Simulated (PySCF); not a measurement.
Sn(Cl)2(OMe)(NH2) (CH5Cl2NOSn), SMILES [O](C)[Sn]([NH2])([Cl])[Cl].

Geometry optimised at r2SCAN-D4/def2-SVP. The def2 effective core potentials stand for the cores of Sn; spin–orbit coupling is left out. The values are those of a single conformer.

Level of theory: M06-2X/def2-TZVP (PySCF).

Gas-phase values at a fixed geometry.

```
Item                                                                                                           Result
---------------------------------------------------------------------------------------------  ----------------------
total energy                                                                                      -1305.84173 hartree
highest occupied level                                                                                       -9.82 eV
lowest empty level                                                                                           -1.21 eV
orbital gap                                                                                                   8.61 eV
dipole moment                                                                                                  2.42 D
quadrupole, principal values (traceless, Buckingham form, about the centre of nuclear charge)  -7.23, -2.33, 9.56 D·Å
mean static polarisability                                                                      83.8 bohr³ (12.41 Å³)
polarisability, principal values                                                               77.6, 82.0, 91.7 bohr³
```
